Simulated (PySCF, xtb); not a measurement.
H₂O₃P, SMILES O=[P](O)O, multiplicity 2. Other conformers were not sampled.

Harmonic wavenumbers (cm⁻¹) from GFN2-xTB (xtb) at its own minimum, in rising order: 257, 318, 380, 397, 452, 738, 762, 856, 884, 1219, 3585, 3612.

Problem. What does PBE0-D3(BJ)/def2-SVP (PySCF) give at its own minimum? (The exact figures need the calculation; the answer reports its results.)

Solution. 117, 216, 353, 378, 456, 819, 869, 957, 979, 1258, 3854, 3861. Paired by order, the mean absolute difference is 103 cm⁻¹ and the zero-point energies are 19.2 and 20.2 kcal/mol.
